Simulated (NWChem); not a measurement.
System: KF; SMILES [F][K]

Here is an NWChem input.

```
start job
memory heap 200 mb stack 900 mb global 1100 mb
geometry units angstroms noautosym nocenter noautoz
  K      0.000000     0.000000    -0.726899
  F      0.000000     0.000000     1.449041
end
basis spherical
  K library 6-31g*
  F library 6-31g*
end
dft
  xc xpbe96 cpbe96
  iterations 150
end
tddft
  cis
  nroots 6
end
task tddft energy
```

Excerpt of the output:

```
             Northwest Computational Chemistry Package (NWChem) 7.3.0
             --------------------------------------------------------

                             Geometry "geometry" -> ""
                             -------------------------

 Output coordinates in angstroms (scale by  1.889725989 to convert to a.u.)

  No.       Tag          Charge          X              Y              Z
 ---- ---------------- ---------- -------------- -------------- --------------
    1 K                   19.0000     0.00000000     0.00000000    -0.72689900
    2 F                    9.0000     0.00000000     0.00000000     1.44904100

 Effective nuclear repulsion energy (a.u.)      41.5863073334

  pbe96 is a nonlocal functional; adding pw91lda local functional.

                                 NWChem DFT Module
                                 -----------------

 Summary of "ao basis" -> "ao basis" (spherical)
 ------------------------------------------------------------------------------
       Tag                 Description            Shells   Functions and Types
 ---------------- ------------------------------  ------  ---------------------
 K                           6-31g*                 10       22   5s4p1d
 F                           6-31g*                  6       14   3s2p1d

            General Information
            -------------------
          SCF calculation type: DFT
          Wavefunction type:  closed shell.
          No. of atoms     :     2
          No. of electrons :    28
           Alpha electrons :    14
            Beta electrons :    14
          Charge           :     0
          Spin multiplicity:     1
          Use of symmetry is: off; symmetry adaption is: off
          Maximum number of iterations: 150
          AO basis - number of functions:    36
                     number of shells:    16
          Convergence on energy requested:  1.00D-06
          Convergence on density requested:  1.00D-05
          Convergence on gradient requested:  5.00D-04

              XC Information
              --------------
          PerdewBurkeErnzerhof Exchange Functional  1.000
            Perdew 1991 LDA Correlation Functional  1.000 local
           PerdewBurkeErnz. Correlation Functional  1.000 non-local

             Grid Information
             ----------------
          Grid used for XC integration:  medium
          Radial quadrature: Mura-Knowles
          Angular quadrature: Lebedev.
          Tag              B.-S. Rad. Rad. Pts. Rad. Cut. Ang. Pts.
          ---              ---------- --------- --------- ---------
          K                   2.20      112          13.0       590
          F                   0.50       49           8.0       434
          Grid pruning is: on
          Number of quadrature shells:   161
          Spatial weights used:  Erf1

      Superposition of Atomic Density Guess
      -------------------------------------

 Sum of atomic energies:        -698.49129724

      Non-variational initial energy
      ------------------------------

 Total energy =    -698.177513
 1-e energy   =   -1045.761024
 2-e energy   =     305.997203
 HOMO         =      -0.608612
 LUMO         =      -0.051451

   convergence    iter        energy       DeltaE   RMS-Dens  Diis-err
 ---------------- ----- ----------------- --------- --------- ---------
 d= 0,ls=0.0,diis     1   -699.3178710757 -7.41D+02  9.26D-02  9.52D-01
 d= 0,ls=0.0,diis     2   -688.6330430608  1.07D+01  9.20D-02  2.03D+01
 d= 0,ls=0.0,diis     3   -699.3591870102 -1.07D+01  1.13D-02  5.81D-01
 d= 0,ls=0.0,diis     4   -699.4160568430 -5.69D-02  9.95D-03  3.56D-02
 d= 0,ls=0.0,diis     5   -699.4230011024 -6.94D-03  1.97D-03  2.89D-03
  Resetting Diis
 d= 0,ls=0.0,diis     6   -699.4235904135 -5.89D-04  1.46D-04  1.72D-04
 d= 0,ls=0.0,diis     7   -699.4236048383 -1.44D-05  6.16D-04  4.39D-05
 d= 0,ls=0.0,diis     8   -699.4235542710  5.06D-05  4.51D-04  5.25D-04
 d= 0,ls=0.0,diis     9   -699.4236098201 -5.55D-05  1.89D-05  3.83D-07
 d= 0,ls=0.0,diis    10   -699.4236098756 -5.55D-08  1.28D-06  2.09D-09

[...]

                                NWChem TDDFT Module
                                -------------------

            General Information
            -------------------
           No. of orbitals :      72
            Alpha orbitals :      36
             Beta orbitals :      36
        Alpha frozen cores :       0
         Beta frozen cores :       0
     Alpha frozen virtuals :       0
      Beta frozen virtuals :       0
         Spin multiplicity :       1
    Number of AO functions :      36
        Use of symmetry is : off
      Symmetry adaption is : off
         Schwarz screening :  0.10D-07

              XC Information
              --------------
   PerdewBurkeErnzerhof Exchange Functional   1.00
     Perdew 1991 LDA Correlation Functional   1.00 local
    PerdewBurkeErnz. Correlation Functional   1.00 non-local

             TDDFT Information
             -----------------
          Calculation type : Tamm-Dancoff TDDFT
         Wavefunction type : Restricted singlets & triplets
          No. of electrons :      28
           Alpha electrons :      14
            Beta electrons :      14
              No. of roots :       6
          Max subspacesize :    5200
            Max iterations :     100
               Target root :       1
           Target symmetry : none
      Symmetry restriction : off
                 Algorithm : Optimal
        Davidson threshold :  0.10D-03

    6 smallest eigenvalue differences (eV)
--------------------------------------------------------
  No. Spin  Occ  Vir  Irrep   E(Occ)    E(Vir)   E(Diff)
--------------------------------------------------------
    1    1   14   15 a        -0.134    -0.063     1.926
    2    1   13   15 a        -0.134    -0.063     1.926
    3    1   12   15 a        -0.135    -0.063     1.935
    4    1   14   16 a        -0.134    -0.005     3.507
    5    1   14   17 a        -0.134    -0.005     3.507
    6    1   13   16 a        -0.134    -0.005     3.507
--------------------------------------------------------

  Entering Davidson iterations
  Restricted singlet excited states

  Iter   NTrls   NConv    DeltaV     DeltaE      Time
  ----  ------  ------  ---------  ---------  ---------
    1      6       0     0.22E+00   0.10+100        1.2
    2     12       1     0.97E-02   0.61E-01        1.2
    3     17       5     0.37E-03   0.63E-04        1.1
    4     18       6     0.38E-04   0.15E-06        1.0
  ----  ------  ------  ---------  ---------  ---------
  Convergence criterion met

  Ground state a        -699.423609875609 a.u.

  ----------------------------------------------------------------------------
  Root   1 singlet a              0.070937756 a.u.                1.9303 eV
  ----------------------------------------------------------------------------
     Transition Moments    X -0.39786   Y -0.40014   Z -0.00000
     Dipole Oscillator Strength                    0.0150579724
     Electric Quadrupole                           0.0000000016
     Magnetic Dipole                               0.0000000028
     Total Oscillator Strength                     0.0150579768

     Occ.   14  a   ---  Virt.   15  a        0.99986
  ----------------------------------------------------------------------------
  Root   2 singlet a              0.070937764 a.u.                1.9303 eV
  ----------------------------------------------------------------------------
     Transition Moments    X -0.40014   Y  0.39786   Z  0.00000
     Dipole Oscillator Strength                    0.0150579900
     Electric Quadrupole                           0.0000000016
     Magnetic Dipole                               0.0000000028
     Total Oscillator Strength                     0.0150579944

     Occ.   13  a   ---  Virt.   15  a        0.99986
  ----------------------------------------------------------------------------
  Root   3 singlet a              0.084805768 a.u.                2.3077 eV
  ----------------------------------------------------------------------------
     Transition Moments    X -0.00000   Y -0.00000   Z  1.12008
     Dipole Oscillator Strength                    0.0709303286
     Electric Quadrupole                           0.0000000071
     Magnetic Dipole                               0.0000000000
     Total Oscillator Strength                     0.0709303358

     Occ.   12  a   ---  Virt.   15  a       -0.94791
     Occ.   12  a   ---  Virt.   19  a       -0.10640
     Occ.   13  a   ---  Virt.   16  a       -0.20053
     Occ.   14  a   ---  Virt.   17  a       -0.20053
  ----------------------------------------------------------------------------
  Root   4 singlet a              0.127691690 a.u.                3.4747 eV
  ----------------------------------------------------------------------------
     Transition Moments    X  0.00001   Y -0.00001   Z -0.00001
     Dipole Oscillator Strength                    0.0000000000
     Electric Quadrupole                           0.0000000374
     Magnetic Dipole                               0.0000000000
     Total Oscillator Strength                     0.0000000374

     Occ.   13  a   ---  Virt.   17  a        0.70705
     Occ.   14  a   ---  Virt.   16  a        0.70706
  ----------------------------------------------------------------------------
  Root   5 singlet a              0.127692110 a.u.                3.4747 eV
  ----------------------------------------------------------------------------
     Transition Moments    X  0.00000   Y  0.00000   Z -0.00000
     Dipole Oscillator Strength                    0.0000000000
     Electric Quadrupole                           0.0000000374
     Magnetic Dipole                               0.0000000000
     Total Oscillator Strength                     0.0000000374

[...]
```

Level: PBE/6-31G* (spherical d), TDA. Coordinates come from a B3LYP/6-31G* (spherical d) optimisation.
